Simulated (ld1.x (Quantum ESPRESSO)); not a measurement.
## As (Z = 33): one change to an ultrasoft potential, before and after

ld1.x (Quantum ESPRESSO) 7.5 input, shortened:

```
&input
   title='As', zed=33., rel=1, dft='PBE', iswitch=3,
   config='[Ar] 3d10 4s2 4p3'
 /
 &inputp
   pseudotype=3, tm=.true., lloc=-1, rcloc=1.30,
   nlcc=.false.,
   which_augfun='PSQ', rmatch_augfun_nc=.true.
 /
4
4S  1  0   2.00   0.00  1.25  1.70  0.0
4S  1  0   0.00   3.40  1.25  1.70  0.0
4P  2  1   3.00   0.00  1.45  1.60  0.0
4P  2  1   0.00   0.30  1.45  1.60  0.0
 &test
   configts(1)='4s2 4p3'
 /
```

All-electron outer shells of the reference configuration (PBE, scalar-relativistic, ld1.x):

```
shell  level (eV)  outermost node (bohr)  outermost maximum (bohr)
   3p     -133.68                   0.22                      0.52
   3d      -40.65                      –                      0.47
   4s      -14.49                   0.73                      1.61
   4p       -5.19                   0.78                      2.00
```

Change: core correction a·sin(br)/r model core inside 1.24 bohr.

Cutoffs: the cutoffs (Ry, on a coarse ladder) from which the occupation-weighted sum of valence levels, in a spherical-Bessel basis at the reference potential, stays within 10 and 1 mRy of its value at 400 Ry; they do not see the model core or the augmentation charge, which bear on the density cutoff. Errors are all-electron minus pseudo energies relative to the spin-unpolarised reference configuration.

What does the change do?

The potential gets neither clearly harder nor softer (12 Ry and 21 Ry → 12 Ry and 21 Ry); of the 7 tests that both files solve, the error grows in 3 and shrinks in 2 by more than 15 % and 0.3 meV (median size 17.3 → 24.8 meV); neither file shows a bound ghost. A model core, the more so a compact one, raises the density cutoff, which this test does not measure.

```csv
quantity,base,changed
"cutoff, loose",12 Ry,12 Ry
"cutoff, tight",21 Ry,21 Ry
bound ghosts,none,none
"error for 4s2 4p2, meV [ΔE 9.15 eV]",-9.0,-4.8
"error for 4s2 4p1, meV [ΔE 27.07 eV]",-32,-34
"error for 4s2 4p0, meV [ΔE 54.77 eV]",-71,-130
"error for 4s2 4p3.3, meV [ΔE -1.23 eV]",+0.1,+0.1
"error for 4s1 4p3, meV [ΔE 19.26 eV]",+2.1,-22
"error for 4s1 4p0, meV [ΔE 105.42 eV]",-17,-465
"error for 4s0 4p5, meV [ΔE 19.06 eV]",+64,-25
s: phases at 1.84 bohr within 0.05 rad from the reference energy up to (Ry; the scan ends near 5),to the end of the scan,to the end of the scan
p: phases at 1.84 bohr within 0.05 rad from the reference energy up to (Ry; the scan ends near 5),4.3,4.3
lowest overlap eigenvalue by channel,"s 0.43, p 0.62","s 0.43, p 0.62"
```
